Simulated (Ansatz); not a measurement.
Consider the isomerisation: `C[SiH2]C(O)F` → `COC[SiH2]F`.

Calculated with Ansatz (gas phase, PBE0-D4/def2-TZVP geometries, no zero-point term in ΔE). CCSD(T)/CBS is the MP2 limit (def2-TZVPP, def2-QZVPP) plus CCSD(T) − MP2 in def2-TZVPP, frozen cores. Functionals use def2-TZVPP. B3LYP here is the variant with VWN-RPA as its local correlation; programs differ in this. Each species was taken in one conformer, which may not be the lowest.

(1) Is it downhill or uphill in electronic energy at CCSD(T)/CBS, and by how much? (Best estimate.)

(2) What do these levels give: PBE-D4, PBE0-D4, B3LYP-D4, ωB97X-V, ωB97M-V, PBE, B3LYP, SCS-MP2/def2-TZVPP, CCSD/def2-TZVPP, CCSD(T)/def2-TZVPP, HF/def2-QZVPP, HF/CBS(def2)? (Best estimate.)

Largest T1 diagnostic among the species: 0.012.

Answers

(1) The calculation gave: Downhill: ΔE = -23.2 kcal/mol.

(2) Ansatz gave: PBE-D4 -19.2, PBE0-D4 -20.4, B3LYP-D4 -22.6, ωB97X-V -21.6, ωB97M-V -21.3, PBE -19.3, B3LYP -22.7, SCS-MP2/def2-TZVPP -24.6, CCSD/def2-TZVPP -23.4, CCSD(T)/def2-TZVPP -22.9, HF/def2-QZVPP -26.5, HF/CBS(def2) -26.6 kcal/mol.

In def2-TZVPP, CCSD(T) changes the Hartree–Fock value by +2.9 kcal/mol (the triples alone add +0.5 kcal/mol) and MP2 by +2.0 kcal/mol. From PBE to PBE0 (25 % exact exchange), in def2-TZVPP and without D4, ΔE moves by −1.1 kcal/mol.
